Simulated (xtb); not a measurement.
xtb input (GFN1-xTB):

```bash
xtb mol.xyz --gfn 1 --sp --chrg 0 --uhf 0
```
mol.xyz:
```
11

C     -1.51871499    -1.16640604    -0.15038214
Al     0.02487090     0.01964729    -0.00185079
N     -0.19051821     1.76861104     0.22637676
N      1.67861614    -0.62601673    -0.07667834
H     -1.30083651    -2.04264203    -0.76606065
H     -2.38066693    -0.65922519    -0.59098061
H     -1.83070666    -1.53418792     0.83144050
H     -1.08770772     2.22449867     0.27500503
H      0.54571463     2.44862479     0.32981356
H      1.89787794    -1.60046250    -0.20906769
H      2.52860804    -0.09174456     0.00831395
```

Output:

```
           -------------------------------------------------
          |                Calculation Setup                |
           -------------------------------------------------

           -------------------------------------------------
          |                 G F N 1 - x T B                 |
           -------------------------------------------------

        Reference                      10.1021/acs.jctc.7b00118
      * Hamiltonian:
        H0-scaling (s, p, d)           1.850000    2.250000    2.000000
        zeta-weighting                 0.000000
      * Dispersion:
        s8                             2.400000
        a1                             0.630000
        a2                             5.000000
        s9                             0.000000
      * Repulsion:
        kExp                           1.500000
        rExp                           1.000000
      * Coulomb:
        alpha                          2.000000
        third order                    atomic
        anisotropic                    false
      * Halogen bond correction:
        rad-scale                      1.300000
        damping                        0.440000

          ...................................................
          :                      SETUP                      :
          :.................................................:
          :  # basis functions                  36          :
          :  # atomic orbitals                  35          :
          :  # shells                           23          :
          :  # electrons                        24          :
          :  # halogen bonds                     0          :
          :  max. iterations                   250          :
          :  Hamiltonian                  GFN1-xTB          :
          :  restarted?                      false          :
          :  GBSA solvation                  false          :
          :  PC potential                    false          :
          :  electronic temp.          300.0000000     K    :
          :  accuracy                    1.0000000          :
          :  -> integral cutoff          0.2500000E+02      :
          :  -> integral neglect         0.1000000E-07      :
          :  -> SCF convergence          0.1000000E-05 Eh   :
          :  -> wf. convergence          0.2000000E-04 e    :
          :  Broyden damping             0.4000000          :
          :  net charge                          0          :
          :  unpaired electrons                  0          :
          ...................................................

 iter      E             dE          RMSdq      gap      omega  full diag
   1    -13.7382426 -0.137382E+02  0.686E+00    4.36       0.0  T
   2    -13.7512881 -0.130456E-01  0.426E+00    4.90       1.0  T
   3    -13.7508769  0.411248E-03  0.441E-01    4.71       1.0  T
   4    -13.7521152 -0.123827E-02  0.114E-01    4.85       1.0  T
   5    -13.7521456 -0.304844E-04  0.875E-03    4.84       3.4  T
   6    -13.7521462 -0.603652E-06  0.131E-03    4.84      22.9  T
   7    -13.7521462 -0.301456E-08  0.699E-04    4.84      43.2  T
   8    -13.7521462 -0.255722E-08  0.576E-05    4.84     523.4  T
   9    -13.7521462 -0.762057E-11  0.803E-06    4.84    3756.8  T

   *** convergence criteria satisfied after 9 iterations ***

         #    Occupation            Energy/Eh            Energy/eV
      -------------------------------------------------------------
         1        2.0000           -0.7148531             -19.4521
       ...           ...                  ...                  ...
         6        2.0000           -0.5112425             -13.9116
         7        2.0000           -0.5009821             -13.6324
         8        2.0000           -0.4991719             -13.5832
         9        2.0000           -0.4420984             -12.0301
        10        2.0000           -0.4144523             -11.2778
        11        2.0000           -0.3875694             -10.5463
        12        2.0000           -0.3737639             -10.1706 (HOMO)
        13                         -0.1959703              -5.3326 (LUMO)
        14                         -0.1105033              -3.0069
        15                         -0.0974218              -2.6510
        16                         -0.0912754              -2.4837
        17                         -0.0901627              -2.4535
       ...                                ...                  ...
        35                          1.1403733              31.0311
      -------------------------------------------------------------
                  HL-Gap            0.1777936 Eh            4.8380 eV
             Fermi-level           -0.2848671 Eh           -7.7516 eV

 SCC (total)                   0 d,  0 h,  0 min,  0.007 sec
 SCC setup                      ...        0 min,  0.000 sec (  1.010%)
 Dispersion                     ...        0 min,  0.000 sec (  0.420%)
 classical contributions        ...        0 min,  0.000 sec (  0.192%)
 integral evaluation            ...        0 min,  0.002 sec ( 25.339%)
 iterations                     ...        0 min,  0.002 sec ( 22.996%)
 molecular gradient             ...        0 min,  0.003 sec ( 48.546%)
 printout                       ...        0 min,  0.000 sec (  1.402%)

         :::::::::::::::::::::::::::::::::::::::::::::::::::::
         ::                     SUMMARY                     ::
         :::::::::::::::::::::::::::::::::::::::::::::::::::::
         :: total energy             -13.599958735864 Eh    ::
         :: gradient norm              0.011432535970 Eh/a0 ::
         :: HOMO-LUMO gap              4.838011066293 eV    ::
         ::.................................................::
         :: SCC energy               -13.752146244408 Eh    ::
         :: -> electrostatic           0.051720670136 Eh    ::
         :: repulsion energy           0.155031718483 Eh    ::
         :: dispersion energy         -0.002844209939 Eh    ::
         :: halogen bond corr.         0.000000000000 Eh    ::
         :: add. restraining           0.000000000000 Eh    ::
         :: total charge               0.000000000000 e     ::
         :::::::::::::::::::::::::::::::::::::::::::::::::::::

           -------------------------------------------------
          |                Property Printout                |
           -------------------------------------------------

    * Orbital Energies and Occupations

         #    Occupation            Energy/Eh            Energy/eV
      -------------------------------------------------------------
         1        2.0000           -0.7148531             -19.4521
         2        2.0000           -0.7081071             -19.2686
         3        2.0000           -0.6067954             -16.5117
         4        2.0000           -0.5198312             -14.1453
         5        2.0000           -0.5146617             -14.0047
         6        2.0000           -0.5112425             -13.9116
         7        2.0000           -0.5009821             -13.6324
         8        2.0000           -0.4991719             -13.5832
         9        2.0000           -0.4420984             -12.0301
        10        2.0000           -0.4144523             -11.2778
        11        2.0000           -0.3875694             -10.5463
        12        2.0000           -0.3737639             -10.1706 (HOMO)
        13                         -0.1959703              -5.3326 (LUMO)
        14                         -0.1105033              -3.0069
        15                         -0.0974218              -2.6510
        16                         -0.0912754              -2.4837
        17                         -0.0901627              -2.4535
Note: The following floating-point exceptions are signalling: IEEE_DENORMAL
normal termination of xtb
        18                         -0.0862823              -2.3479
        19                         -0.0795346              -2.1642
        20                         -0.0226802              -0.6172
        21                         -0.0158006              -0.4300
        22                          0.0065916               0.1794
        23                          0.0974027               2.6505
       ...                                ...                  ...
        35                          1.1403733              31.0311
      -------------------------------------------------------------
                  HL-Gap            0.1777936 Eh            4.8380 eV
             Fermi-level           -0.2848671 Eh           -7.7516 eV

  Mulliken/CM5 charges         n(s)   n(p)   n(d)
     1C    -0.20498 -0.31542   1.018  3.187  0.000
     2Al    0.44483  0.46986   1.112  1.054  0.389
     3N    -0.58992 -1.01464   1.431  4.159  0.000
     4N    -0.58992 -1.01464   1.431  4.159  0.000
     5H     0.04247  0.09699   0.958  0.000  0.000
     6H     0.04247  0.09699   0.958  0.000  0.000
     7H     0.04428  0.09863   0.956  0.000  0.000
     8H     0.20052  0.39339   0.799  0.000  0.000
     9H     0.20486  0.39772   0.795  0.000  0.000
    10H     0.20052  0.39339   0.799  0.000  0.000
    11H     0.20486  0.39772   0.795  0.000  0.000

Wiberg/Mayer (AO) data.
largest (>0.10) Wiberg bond orders for each atom

 ---------------------------------------------------------------------------
     #   Z sym  total        # sym  WBO       # sym  WBO       # sym  WBO
 ---------------------------------------------------------------------------
     1   6 C    3.936 --     5 H    0.943     6 H    0.943     7 H    0.937
                             2 Al   0.934
     2  13 Al   3.418 --     3 N    1.104     4 N    1.104     1 C    0.934
     3   7 N    3.058 --     2 Al   1.104     8 H    0.911     9 H    0.910
     4   7 N    3.058 --     2 Al   1.104    10 H    0.911    11 H    0.910
     5   1 H    0.998 --     1 C    0.943
     6   1 H    0.998 --     1 C    0.943
     7   1 H    0.998 --     1 C    0.937
     8   1 H    0.959 --     3 N    0.911
     9   1 H    0.957 --     3 N    0.910
    10   1 H    0.959 --     4 N    0.911
    11   1 H    0.957 --     4 N    0.910
 ---------------------------------------------------------------------------

Topologies differ in total number of bonds
Writing topology from bond orders to xtbtopo.mol

 dipole moment from electron density (au)
     X       Y       Z
   0.0904   0.0679   0.0214  total (Debye):    0.292

           -------------------------------------------------
          | TOTAL ENERGY              -13.599958735864 Eh   |
          | GRADIENT NORM               0.011432535970 Eh/α |
          | HOMO-LUMO GAP               4.838011066293 eV   |
           -------------------------------------------------

------------------------------------------------------------------------
------------------------------------------------------------------------
 total:
 SCF:
```
